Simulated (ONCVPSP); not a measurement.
## Which change was made? (Sn, ONCV)

- Element: Sn (Z = 50)
- Generator: ONCVPSP 4.0.1
- Type: optimised norm-conserving Vanderbilt (ONCV)
- Functional: PBEsol
- Relativity: fully relativistic
- Frozen core: [Ar] 3d10
- Valence charge: 22
- Reference configuration: 4s2 4p6 4d10 5s2 5p1.75 (charge +0.25)
- Partial waves: 4s+5s: rc 1.20 bohr, ncon 4, nbas 8, qcut 8.2 1/bohr, 3 projectors, debl 0.5 Ha; 4p+5p: rc 1.25 bohr, ncon 3, nbas 6, qcut 10.7 1/bohr, 2 projectors; 4d: rc 1.00 bohr, ncon 4, nbas 8, qcut 8.8 1/bohr, 1 projector
- Local potential: polynomial inside 0.65 bohr (lpopt 5, dvloc0 6 Ha)
- Core correction: polynomial model core, fcfact 0.25

Open shells are filled in proportion to 2j + 1.

Cutoffs, loose and tight: the cutoffs (Ha) at which the residual kinetic energy of the hardest occupied pseudo-wave falls to 1 and 0.1 mHa per electron. They do not see the model core or the augmentation charge, which bear on the density cutoff. Test errors are all-electron minus pseudo excitation energies from the reference, over the configurations 4s2 4p6 4d10 5s2 5p2; 4s2 4p6 4d10 5s2 5p1; 4s2 4p6 4d10 5s2 5p0; 4s1 4p6 4d10 5s2 5p2; variants that change the core or the reference have their own tests.

The base gives: outcome: generated; cutoff, loose: 63 Ha; cutoff, tight: 208 Ha; bound ghosts: s; GHOST(+) flags above zero: s; largest test error (meV): -131.

**Question.** After one change the result is: outcome: generated; cutoff, loose: 47 Ha; cutoff, tight: 106 Ha; bound ghosts: s; GHOST(+) flags above zero: s; largest test error (meV): -122. Which change was it?
A. s: qcut 11.2; p: qcut 14.6; d: qcut 12
B. d: qcut 11.2
C. s: rc 1.46
D. reference 4s2 4p6 4d10 5s2; wave 4p+5p: rc 1.25 bohr, ncon 3, nbas 6, qcut 10.7 1/bohr, 2 projectors becomes 4p: rc 1.25 bohr, ncon 3, nbas 6, qcut 10.7 1/bohr, 2 projectors, debl 3 Ha
E. s: rc 1.74

**Answer.** B. The others give: s: rc 1.46 → outcome: generated; cutoff, loose: 63 Ha; cutoff, tight: 208 Ha; bound ghosts: none; GHOST(+) flags above zero: s; largest test error (meV): -373 | s: rc 1.74 → outcome: generated; cutoff, loose: 63 Ha; cutoff, tight: 208 Ha; bound ghosts: none; GHOST(+) flags above zero: s; largest test error (meV): -653 | s: qcut 11.2; p: qcut 14.6; d: qcut 12 → outcome: generated; cutoff, loose: 53 Ha; cutoff, tight: 62 Ha; bound ghosts: none; GHOST(+) flags above zero: s; largest test error (meV): -21 | reference 4s2 4p6 4d10 5s2; wave 4p+5p: rc 1.25 bohr, ncon 3, nbas 6, qcut 10.7 1/bohr, 2 projectors becomes 4p: rc 1.25 bohr, ncon 3, nbas 6, qcut 10.7 1/bohr, 2 projectors, debl 3 Ha → outcome: generated, projector energies reset by the program; cutoff, loose: 63 Ha; cutoff, tight: 208 Ha; bound ghosts: none; GHOST(+) flags above zero: s; largest test error (meV): -0.8.
